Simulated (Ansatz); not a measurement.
The cluster SrO₂⁺. Charge 1, multiplicity 2. Geometry PBE-D4/def2-TZVP, that of the neutral singlet; atoms count from 1.

```xyz
3

Sr    0.6137   -1.0766   -0.4346
O    -0.5073    0.7109   -0.4935
O    -0.1064    0.3657    0.9280
```

In the def2 sets Sr takes a core potential; there is no spin–orbit coupling. The structure holds 1 bond(s) between oxygen atoms. The structure comes from a short search, and lower isomers may exist.

**Question.** Estimate the Mulliken populations from the PBE0/def2-TZVP orbitals of Ansatz.

**Answer.** 
```json
{"atom": "Sr1", "charge (e)": "1.56", "spin (α − β)": "-0.03"}
{"atom": "O2", "charge (e)": "-0.28", "spin (α − β)": "0.52"}
{"atom": "O3", "charge (e)": "-0.28", "spin (α − β)": "0.52"}
```
Mulliken values and Mayer orders depend strongly on the basis.

**Question.** Where does the spin sit?

**Answer.** Summed by element: Sr -0.03, O 1.03, of 1 unpaired in all. Largest on single atoms: O2 0.52, O3 0.52, Sr1 -0.03.

**Question.** And the Mayer bond orders between bonded heavy atoms (over 0.3)?

**Answer.** Sr1–O2 0.38 (2.11 Å); Sr1–O3 0.38 (2.11 Å); O2–O3 1.30 (1.52 Å).
